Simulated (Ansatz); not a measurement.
CH2BiF3⁺, that is BiH2(CF3) with one electron fewer. Charge 1, multiplicity 2. Geometry r2SCAN-D4/def2-SVP, that of the neutral singlet; atoms count from 1.

```xyz
7

Bi    0.875    0.881    0.990
H    -0.494    2.014    0.713
H    -0.112   -0.015    2.197
C     0.046   -0.501   -0.699
F    -1.256   -0.792   -0.580
F     0.719   -1.668   -0.719
F     0.222    0.081   -1.901
```

In the def2 sets Bi takes a core potential; there is no spin–orbit coupling.

**Question.** Estimate the Mulliken populations from the PBE0/def2-TZVP orbitals of Ansatz.

**Answer.** 
```tsv
atom	charge (e)	spin (α − β)
Bi1	0.62	0.47
H2	0.11	0.05
H3	0.11	0.05
C4	0.36	0.24
F5	-0.05	0.09
F6	-0.08	0.05
F7	-0.07	0.05
```
Mulliken values depend strongly on the basis.

**Question.** Where does the spin sit?

**Answer.** Summed by element: Bi 0.47, H 0.10, C 0.24, F 0.19, of 1 unpaired in all. Largest on single atoms: Bi1 0.47, C4 0.24, F5 0.09.

**Question.** And the Mayer bond orders between heavy atoms (over 0.3)?

**Answer.** Bi1–C4 0.73 (2.33 Å); C4–F5 1.20 (1.34 Å); C4–F6 1.17 (1.35 Å); C4–F7 1.18 (1.35 Å).
